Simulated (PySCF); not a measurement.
Species: 2-bromo-1-chloropropane, C3H6BrCl.
SMILES with atom numbers: `[CH3:1][C@@H:2]([Br:3])[CH2:4][Cl:5]` (hydrogens: H6, H7, H8 on C1; H9 on C2; H10, H11 on C4)

Computed, not measured: core-valence-separated Tamm–Dancoff BHandHLYP/aug-pcX-1 (pcseg-1 on H, def2-SVPD on Br, def2-SVPD on Cl) in PySCF, non-relativistic, gas phase, PBE0-D3(BJ)/def2-SVP geometry.

Computed carbon K-edge spectrum, Gaussian lines of 0.6 eV full width, highest printed point 100; it ends one width below the last computed root. The energies are unshifted.

photon energy (eV), absorption and a bar:
```
    283.5          1 
    283.6          3 #
    283.7          9 ##
    283.8         19 #####
    283.9         36 ##########
    284.0         57 #################
    284.1         78 #######################
    284.2         93 ############################
    284.3         95 ############################
    284.4         87 ##########################
    284.5         75 ######################
    284.6         69 #####################
    284.7         73 ######################
    284.8         85 #########################
    284.9         97 #############################
    285.0        100 ##############################
    285.1         91 ###########################
    285.2         74 ######################
    285.3         54 ################
    285.4         37 ###########
    285.5         25 #######
    285.6         17 #####
    285.7         14 ####
    285.8         13 ####
    285.9         14 ####
    286.0         18 #####
    286.1         25 #######
    286.2         35 ##########
    286.3         45 #############
    286.4         55 ################
    286.5         61 ##################
    286.6         64 ###################
    286.7         63 ###################
    286.8         60 ##################
    286.9         56 #################
    287.0         52 ###############
    287.1         49 ###############
    287.2         49 ###############
    287.3         51 ###############
    287.4         56 #################
    287.5         63 ###################
    287.6         71 #####################
    287.7         81 ########################
```

Task: Assign the maxima to core holes.

Result: 3 maxima:
- 284.3 eV: C2 (sp3 C–Br carbon), 284.25 eV, f = 0.067, 98 % of the height at the exact maximum
- 285.0 eV: C4 (sp3 C–Cl carbon), 284.98 eV, f = 0.069, 96 % of the height at the exact maximum
- 286.6 eV: C1 (methyl carbon), 286.44 eV, f = 0.029, 47 % of the height at the exact maximum; C1 (methyl carbon), 286.75 eV, f = 0.022, 42 % of the height at the exact maximum

Further lines of some strength in the range: C1, 285.45 eV, f = 0.008; C1, 286.96 eV, f = 0.008; C4, 287.20 eV, f = 0.015; C2, 287.56 eV, f = 0.024.

Roots within 0.03 eV on the same or equivalent atoms count as one line; shares under 12 % aren't listed.

Vibrational structure and lifetime widths aren't in the curve. The ionisation threshold wasn't computed; near and above it a finite basis only mimics Rydberg series and continuum. The BHandHLYP/aug-pcX-1 (pcseg-1 on H, def2-SVPD on Br, def2-SVPD on Cl) calculation is non-relativistic and has no spin–orbit coupling, an omission that weighs most on bromine.

The values belong to the conformer `[CH3:1][C@@H:2]([Br:3])[CH2:4][Cl:5]`: C1–C2–C4–Cl5 64°.
